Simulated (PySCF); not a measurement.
N-methylsilyl-N-silylmethanamine (C₂H₁₁NSi₂), SMILES C[SiH2]N(C)[SiH3].

The structure is a stationary point at PBE0-D3(BJ)/def2-SVP. One conformer was computed; it need not be the lowest.

Two levels are set side by side: PBE/def2-TZVP (PySCF) and r2SCAN/def2-TZVP (PySCF). Same geometry, gas phase. Differences are taken from unrounded values.

| quantity | r2SCAN | PBE | PBE minus r2SCAN |
|---|---|---|---|
| orbital gap (eV) | 5.76 | 5.10 | -0.65 |
| highest occupied level (eV) | -5.86 | -5.60 | 0.26 |
| lowest empty level (eV) | -0.10 | -0.50 | -0.40 |
| dipole moment (D) | 1.25 | 1.24 | -0.02 |
| mean polarisability (bohr³) | 85.3 | 88.0 | 2.7 |

Rough cost on one machine, each run with all the roots and properties that it gave: r2SCAN against PBE about 4 times.
